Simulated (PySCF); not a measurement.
## [IF2]+: from structure and modes to constants

Level of theory: B3LYP/[I def2-TZVP with ECP28, F def2-TZVP], scalar-relativistic core potentials, density fitting, no spin–orbit coupling, PySCF.

The singlet minimum has C2v symmetry. Masses (u): I 126.90447, F 18.99840.

```xyz
3
charge 1 multiplicity 1, angstrom
I     0.0000    0.0000   -0.2793
F     1.3732    0.0000    0.9484
F    -1.3732    0.0000    0.9484
```

Harmonic wavenumbers (cm⁻¹): 223.3 (a1, ×1), 703.5 (b2, ×1), 707.8 (a1, ×1).

Problem. Find the principal moments of inertia and the rotational constants. What kind of rotor is it?

Solution. About the centre of mass I = 44.076, 71.653, 115.73 u Å². With B = 16.8576/I this gives 0.3825, 0.2353, 0.1457 cm⁻¹. The molecule is an asymmetric top with κ = -0.24.

Problem. What is the harmonic zero-point energy?

Solution. Half the sum of all 3 wavenumbers, 1635/2 = 817 cm⁻¹, which is 9.8 kJ/mol (1 cm⁻¹ = 0.0119627 kJ/mol).

Problem. Find the vibrational entropy and heat capacity at 298.15 K.

Solution. With u = 1.43878 ω/T, each mode gives S = R[u/(eᵘ−1) − ln(1−e⁻ᵘ)] and C = R u² eᵘ/(eᵘ−1)².
```
ω (cm⁻¹)      u  S (J/(mol K))  C (J/(mol K))
   223.3  1.077           8.09           7.55
   703.5  3.395           1.26           3.44
   707.8  3.416           1.24           3.41
```
The sums over all modes are S = 10.6 and C = 14.4 J/(mol K); the softest mode gives 76 % of the entropy.

Problem. Give the standard entropy (298.15 K, 1 bar) by its translational, rotational, vibrational and spin parts, and Cp.

Solution. Sackur–Tetrode with M = 164.90 u gives 172.5; rotation with symmetry number 2 gives 96.0; vibration 10.6; spin R ln 1 = 0.0. The total is 279.1 J/(mol K), and Cp = 4 R + 14.4 = 47.7 J/(mol K).

Only a few start shapes were tried, so a lower isomer may exist.
